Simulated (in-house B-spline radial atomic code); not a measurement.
How numerical settings move a run on W⁷⁺, [Xe] 4f13. Computed with an all-electron radial atomic-structure program (B-spline basis): Dirac-Kohn-Sham LDA VWN5, spherical fractional occupations, Fermi nucleus of rms radius 5.3658 fm.

Command:
```bash
python run_scf.py task.json out
```
Settings of the sound reference run:
```
Z                74
electrons        67
configuration    [Xe] 4f13
hamiltonian      dirac
method           lda,vwn
spin_polarised   False
nucleus          fermi
rms_radius       5.3658
mass_number      184
atomic_mass      183.9509
speed_of_light   137.036
knot_spacing     0.22
spline_order     8
gauss_points     12
box_radius       7.79
max_iterations   70
damping          0.5
damped_steps     3
diis_vectors     10
tolerance        1e-08
start            Thomas-Fermi
```

Cost of the run: 1.7 s on 1 thread of Intel(R) Xeon(R) Platinum 8259CL CPU @ 2.50GHz, on a shared host.

It converges in 9 iterations to -16141.920285 hartree, with 5p3/2 at -133.727 eV. The other runs change the listed settings, some to values that make no sense; their results aren't properties of the atom or ion. Radii are in bohr (the nuclear one in fm), a minus after a letter asks for a j subshell, and «unchanged» means within 1e-8 hartree. The run stops when the residual is below 10 × tolerance × max(1, Z/10), or a noise floor if that is larger, and the energy moves by less than 1e-8 × √|E| hartree; so very loose and very tight tolerances often act alike.

| changed settings | outcome |
| --- | --- |
| spline_order = 3 | converged in 9 iterations, energy +5.91e-01 hartree from the reference, 5p3/2 level +4.9e-02 eV |
| method = hf, spin_polarised = True | stopped with error: spin polarisation is not served with the Dirac Hamiltonian |
| damped_steps = 0 | converged in 8 iterations, energy unchanged |
| first_knot = 1.35e-05 | converged in 9 iterations, energy -1.70e-08 hartree from the reference |
| spline_order = 5 | converged in 9 iterations, energy +4.30e-04 hartree from the reference, 5p3/2 level +3.9e-05 eV |
| spline_order = 6 | converged in 9 iterations, energy +2.25e-05 hartree from the reference, 5p3/2 level +2.3e-06 eV |
| spline_order = 3, max_iterations = 75, damped_steps = 0 | converged in 8 iterations, energy +5.91e-01 hartree from the reference, 5p3/2 level +4.9e-02 eV |
| first_knot = 0.00405 | converged in 9 iterations, energy -1.35e+00 hartree from the reference, 5p3/2 level +1.0e-02 eV |
| electrons = 68, configuration = [Xe] 4f13 1f1, max_iterations = 60 | stopped with error: there is no 1f shell |
| spline_order = 10 | converged in 9 iterations, energy unchanged, 5p3/2 level +2.9e-07 eV |
| spline_order = 4, box_radius = 15.58, max_iterations = 60, start = bare nucleus | converged in 10 iterations, energy +1.20e-02 hartree from the reference, 5p3/2 level +1.1e-03 eV |
| damped_steps = 1 | converged in 9 iterations, energy unchanged, 5p3/2 level +6.2e-07 eV |
| max_iterations = 50, diis_vectors = 1, start = bare nucleus | not converged after 50 iterations, last residual 3.4e+00, last energy +1.48e+02 hartree from the reference |
| first_knot = 1.35e-06 | converged in 9 iterations, energy +2.25e-07 hartree from the reference, 5p3/2 level +5.0e-07 eV |
| first_knot = 0.0405 | converged in 9 iterations, energy +7.98e+01 hartree from the reference, 5p3/2 level +1.6e+00 eV |
| first_knot = 0.0135 | converged in 9 iterations, energy +7.13e+00 hartree from the reference, 5p3/2 level +1.2e-01 eV |

**Question.** What happens with spline_order = 7?

**Answer.** Converged in 9 iterations, energy +1.22e-06 hartree from the reference, 5p3/2 level +5.1e-07 eV.

**Question.** What happens with damped_steps = 30?

**Answer.** Converged in 17 iterations, energy unchanged, 5p3/2 level +5.1e-06 eV.

**Question.** What happens with first_knot = 1.35e-06, max_iterations = 12, damped_steps = 30, diis_vectors = 20?

**Answer.** Not converged after 12 iterations, last residual 2.6e-05, last energy +2.29e-07 hartree from the reference.

**Question.** What happens with box_radius = 1.17, max_iterations = 50, damping = 0.2, damped_steps = 30, start = bare nucleus?

**Answer.** Converged in 22 iterations, energy +5.81e+01 hartree from the reference, 5p3/2 level +2.4e+02 eV (the program warns: 5p3/2 has a positive eigenvalue: unbound, held by the box; 5s1/2 has a positive eigenvalue: unbound, held by the box).
